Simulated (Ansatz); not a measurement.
CH$_{5}$NS$_{2}$W (`[CH3][W]([NH2])(=[S])=[S]`), relaxed with RKS PBE0-D4/def2-TZVP in Ansatz from a GFN2-xTB geometry. The force threshold is 0.005 eV/Å; the program also tests the step.

The species carries charge 0 and has multiplicity 1. W: def2 effective core potential.

Start:

```xyz
10

C    -0.686   -0.128   -1.430
W    -0.243    0.304    0.665
N     1.534   -0.335    1.118
S    -0.515    2.465    0.778
S    -1.886   -0.674    1.712
H    -1.679    0.277   -1.693
H     0.036    0.328   -2.129
H    -0.718   -1.209   -1.651
H     1.759   -1.247    1.535
H     2.398    0.220    1.095
```

```tsv
step	energy (eV)	largest force (eV/Å)	largest move (Å)
1	-26100.0737	1.795	0.000
2	-26100.2167	1.379	0.172
3	-26100.3196	0.623	0.070
4	-26100.3271	0.424	0.035
5	-26100.3301	0.035	0.012
6	-26100.3301	0.004	0.005
7	-26100.3302	0.008	0.007
8	-26100.3302	0.001	0.002
```

End:

```xyz
10

C    -0.665   -0.125   -1.393
W    -0.300    0.324    0.632
N     1.458   -0.336    1.026
S    -0.413    2.441    0.776
S    -1.806   -0.703    1.724
H    -1.658    0.227   -1.683
H     0.081    0.367   -2.023
H    -0.616   -1.207   -1.548
H     1.633   -1.229    1.466
H     2.286    0.243    1.022
```

Run time 79 s (4 threads of a server CPU on a shared host); peak host memory 0.66 GiB.
